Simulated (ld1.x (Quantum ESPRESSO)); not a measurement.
**What one change does to a pseudopotential (Al, ultrasoft)**

aluminium, ultrasoft, made with ld1.x (Quantum ESPRESSO) 7.5 (PBE, fully relativistic). Core [Ne], reference 3s2 3p1. Waves: 3s (bound): rcut 1.35, rcutus 1.90 bohr; 3s channel at 0.4 Ry: rcut 1.35, rcutus 1.90 bohr; 3p (bound): rcut 2.55, rcutus 3.05 bohr; 3p channel at 2.95 Ry: rcut 2.55, rcutus 3.05 bohr; 3d channel at -0.1 Ry: rcut 2.35, rcutus 3.10 bohr; 3d channel at 0.7 Ry: rcut 2.35, rcutus 3.10 bohr. Local part: all-electron potential smoothed inside 1.55 bohr (lloc = -1). Core correction: Bessel-smoothed model core inside 1.60 bohr. Augmentation charge: PSQ, inside the norm-conserving radii.

Open shells are filled in proportion to 2j + 1 (rel_dist='average').

Change: core correction Bessel-smoothed model core inside 1.40 bohr.

Cutoffs: the cutoffs (Ry, on a coarse ladder) from which the occupation-weighted sum of valence levels, in a spherical-Bessel basis at the reference potential, stays within 10 and 1 mRy of its value at 400 Ry; they do not see the model core or the augmentation charge, which bear on the density cutoff. Errors are all-electron minus pseudo energies relative to the spin-unpolarised reference configuration.

What does the change do?

Both files are so soft that the ladder of cutoffs tells neither apart; of the 7 tests that both files solve, the error grows in 4 and shrinks in 1 by more than 15 % and 0.3 meV (median size 0.9 → 3.0 meV); neither file shows a bound ghost. A model core, the more so a compact one, raises the density cutoff, which this test does not measure.

| quantity | base | changed |
| --- | --- | --- |
| cutoff, loose | 8 Ry | 8 Ry |
| cutoff, tight | 10 Ry | 10 Ry |
| bound ghosts | none | none |
| error for 3s2 3p0, meV [ΔE 5.76 eV] | -0.1 | -0.4 |
| error for 3s1 3p0, meV [ΔE 24.99 eV] | +8.0 | -5.0 |
| error for 3s2 3p0.5, meV [ΔE 2.09 eV] | +0.1 | +0.1 |
| error for 3s1 3p2, meV [ΔE 5.14 eV] | +0.9 | -3.4 |
| error for 3s0 3p3, meV [ΔE 10.45 eV] | +2.9 | -17 |
| error for 3s1 3p1, meV [ΔE 11.57 eV] | +2.2 | -3.0 |
| error for 3s2 3p1.3, meV [ΔE -0.57 eV] | +0.1 | +0.1 |
| s: phases at 3.33 bohr within 0.05 rad from the reference energy up to (Ry; the scan ends near 5) | 3.9 | 3.9 |
| p1/2: phases at 3.33 bohr within 0.05 rad from the reference energy up to (Ry; the scan ends near 5) | to the end of the scan | to the end of the scan |
| p3/2: phases at 3.33 bohr within 0.05 rad from the reference energy up to (Ry; the scan ends near 5) | to the end of the scan | to the end of the scan |
| d3/2: phases at 3.33 bohr within 0.05 rad from the reference energy up to (Ry; the scan ends near 5) | 1.0 | 1.0 |
| d5/2: phases at 3.33 bohr within 0.05 rad from the reference energy up to (Ry; the scan ends near 5) | 1.0 | 1.0 |
| lowest overlap eigenvalue by channel | s 0.43, p1/2 0.91, p3/2 0.91, d3/2 0.92, d5/2 0.92 | s 0.43, p1/2 0.91, p3/2 0.91, d3/2 0.92, d5/2 0.92 |
